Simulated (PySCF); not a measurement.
**I: ionisation energy**

I [Kr] 4d10 5s2 5p5 (2P) → I⁺ [Kr] 4d10 5s2 5p4 (3P), as a difference of total energies. Calculation: PySCF 2.14, in x2c-SVPall (6s5p3d, 36 functions); scalar relativity by spin-free X2C-1e. Correlated levels: valence: [Kr] 4d10 frozen. The calculations carry no spin-orbit coupling.

```json
{"method": "UHF", "ionisation energy (eV)": "9.571"}
{"method": "B3LYP", "ionisation energy (eV)": "10.602"}
{"method": "BP86", "ionisation energy (eV)": "10.665"}
{"method": "SCS-MP2 (valence)", "ionisation energy (eV)": "10.043"}
{"method": "CCSD(T) (valence)", "ionisation energy (eV)": "10.046"}
```

Problem. Estimate what CCSD (valence) gives.

Solution. 10.044 eV, closest to SCS-MP2 (valence) among the rows shown.

Problem. Estimate what MP2 (valence) gives.

Solution. 10.064 eV, closest to CCSD(T) (valence) among the rows shown.

Errors of the correlated levels include the incompleteness of this basis and the frozen core.

For comparison: 10.519 eV (measured; NIST levels, between the centres of gravity of the two terms).
